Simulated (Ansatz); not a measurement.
Cost and result up the ladder for the cluster AlO3H3 (7 atoms). Charge 0, multiplicity 1. Geometry: PBE0-D4/def2-TZVP.

```xyz
7

Al    0.000    0.000    0.001
O     0.887    1.091   -0.935
O     0.800   -1.113    0.986
O    -1.688    0.024   -0.049
H     0.338   -1.748    1.530
H     1.842    1.110   -0.939
H    -2.179    0.636   -0.594
```

Ansatz on 4 threads of Arm Neoverse V2 on a shared host. Times are rough, and most runs start from the orbitals of an earlier one. ωB97M-V/def2-TZVP serves as the yardstick here, not as an exact answer. Differences are given only for rows in sets of like size (and for xTB, whose basis is part of the method), since another set adds its own error. Binding counts from free atoms at the same level (Al doublet, O triplet, H doublet; other spins of the atoms weren't run), without zero-point energy or a counterpoise term.

HSE06 is defined as in plane-wave codes, on full-range PBE exchange. Correlated methods freeze 8 core orbitals. The structure comes from a short search, and lower isomers may exist.

Correlated methods converge slowly with the basis.

| level | functions | wall time |
| --- | --- | --- |
| HF/STO-3G | 27 | 0.1 s |
| PBE-D4/def2-SVP | 75 | 0.4 s |
| HF/def2-TZVP | 148 | 0.5 s |
| LDA (SPW92)/def2-TZVP | 148 | 0.5 s |
| PBE0-D4/def2-SVP | 75 | 0.55 s |
| MP2/def2-TZVP | 148 | 0.7 s |
| PBE-D4/def2-TZVP (with forces) | 148 | 0.95 s |
| PBE0-D4/def2-TZVP | 148 | 1.1 s |
| HSE06-D4/def2-TZVP | 148 | 1.1 s |
| BHLYP-D4/def2-TZVP | 148 | 1.1 s |
| r2SCAN-D4/def2-TZVP | 148 | 1.7 s |
| PBE0-D4/def2-TZVPD | 190 | 1.7 s |
| r2SCANh-D4/def2-TZVP | 148 | 2 s |
| ωB97M-V/def2-TZVP | 148 | 3.2 s |

(1) Estimate what each level gives for the binding energy per atom (eV).

Answers

(1) 
```csv
level,binding energy per atom (eV),difference from ωB97M-V/def2-TZVP (eV)
HF/STO-3G,2.74,–
PBE-D4/def2-SVP,4.10,–
HF/def2-TZVP,2.84,-1.27
LDA (SPW92)/def2-TZVP,4.71,0.61
PBE0-D4/def2-SVP,3.97,–
MP2/def2-TZVP,4.12,0.02
PBE-D4/def2-TZVP (with forces),4.14,0.04
PBE0-D4/def2-TZVP,4.02,-0.09
HSE06-D4/def2-TZVP,4.02,-0.09
BHLYP-D4/def2-TZVP,3.89,-0.22
r2SCAN-D4/def2-TZVP,4.11,0.00
PBE0-D4/def2-TZVPD,4.03,-0.08
r2SCANh-D4/def2-TZVP,4.06,-0.05
ωB97M-V/def2-TZVP,4.11,0.00
```
